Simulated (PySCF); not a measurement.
Molecule: `c1(C)cccc(S)c1`, C₇H₈S.

Cartesian coordinates in Å; atom numbers follow the order of the lines, from 1:
```xyz
16

C    -2.121   -0.946   -0.162
C    -0.835   -0.184   -0.049
C    -0.825    1.205   -0.033
C     0.370    1.899    0.053
C     1.570    1.220    0.125
C     1.568   -0.169    0.107
S     3.123   -1.011    0.202
C     0.373   -0.866    0.019
H    -2.953   -0.357    0.214
H    -2.319   -1.186   -1.207
H    -2.068   -1.880    0.393
H    -1.759    1.745   -0.086
H     0.367    2.979    0.066
H     2.506    1.752    0.197
H     2.621   -2.244    0.144
H     0.376   -1.947    0.006
```

Frames of a GFN2-xTB Langevin trajectory at 300 K; GIAO PBE0/pcSseg-1 shieldings in PySCF, gas phase, non-relativistic; equivalent atoms averaged within each frame.

δ = σ(ref) − σ, references computed at the same level: 13C (σ = 186.93 ppm), 1H (σ = 31.72 ppm) vs TMS; CS2 for 33S (σ = 503.73 ppm). The references are static minima.

Question: How do the shifts (ppm) fluctuate along the trajectory?

Answer: 
```csv
time (fs),C6,C2,C8,C4,C5,C3,C1,S7,H13,H14
250,151.3,146.9,136.5,130.9,130.1,128.8,25.5,30,7.55,7.40
425,136.4,147.4,137.1,135.8,120.4,132.9,19.5,-3,6.88,6.65
625,145.1,147.2,137.9,130.8,122.6,137.2,22.4,19,7.23,7.15
800,152.7,140.1,132.1,133.4,131.1,128.7,22.8,-19,7.42,7.33
1000,146.5,144.4,134.2,134.6,134.2,121.4,22.1,38,7.98,7.23
mean of frames,146.4,145.2,135.5,133.1,127.7,129.8,22.5,13,7.41,7.15
standard deviation,6.4,3.1,2.4,2.2,5.9,5.9,2.1,24,0.41,0.29
```

5 frames give an uncertainty of the mean of about the standard deviation over 2.2 at best, since frames this close in time may not be independent; classical motion lacks zero-point vibration, and the reference would need the same averaging.
